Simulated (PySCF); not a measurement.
**BOBr, singlet: molecular constants**

Computed with PBE0 in PySCF with B def2-TZVP, O def2-TZVP, Br def2-TZVP; no relativity; density-fitted integrals.

The structure is a minimum.

```json
{"Point group": "C∞v", "Bond lengths": "B–Br 1.835 Å, B–O 1.203 Å", "Bond angles": "Br–B–O 180.0°", "Principal quadrupole moments (Buckingham, traceless) about the centre of mass": "-7.71, 3.86, 3.86 D Å", "Entropy at 298.15 K and 1 bar": "248.0 J/(mol K)", "Rotational constants": "0.1204 cm⁻¹", "Zero-point energy": "19.9 kJ/mol", "Atomisation energy without zero-point energy": "1263 kJ/mol", "Heat capacity Cp at 298.15 K": "46.4 J/(mol K)", "Enthalpy at 298.15 K above 0 K": "10.87 kJ/mol", "Highest occupied level": "-9.61 eV", "Dipole moment": "2.98 D", "Rotational symmetry number": "1", "Lowest empty level": "-0.42 eV", "Principal polarisabilities": "25.3, 25.3, 46.7 bohr³"}
```

Harmonic modes (masses in u: B 11.009, O 15.995, Br 78.918):
| symmetry | ω (cm⁻¹) | IR (km/mol, summed over degenerate members) | μ (u) |
| --- | --- | --- | --- |
| π | 386 | 51.4 | 11.92 |
| σ+ | 554 | 5.1 | 17.67 |
| σ+ | 2007 | 310 | 12.33 |

In C∞v the vibrations span π + 2σ+.

Charges (e):
```
atom  Mulliken  Löwdin  polar tensor  Mayer order to B1
  B1      0.14   -0.92          0.83                  –
  O2     -0.17    0.25         -0.67               2.44
 Br3      0.03    0.67         -0.15               1.39
```

Mulliken populations on B1: s 2.82, p 1.80, d 0.21, f 0.04.

Outer orbital energies (eV). occupied: -27.89, -23.54, -13.67, -11.97, -11.14, -11.14, -9.61, -9.61; empty: -0.42, 0.22, 0.22, 1.80.

Counting electrons, boron keeps none of its valence electrons outside its bonds, so the VSEPR class is AX2 and the expected shape is linear; with unlike ligands the computed point group is C∞v.

Other isomers or separated fragments may lie lower.

The final relaxation and frequency run took 34 s on 2 threads of a shared Arm Neoverse N1 host, with 110 basis functions and 9 gradients; the process peaked at 0.93 GiB. Launch command: `OMP_NUM_THREADS=2 python axn.py task.json out`.
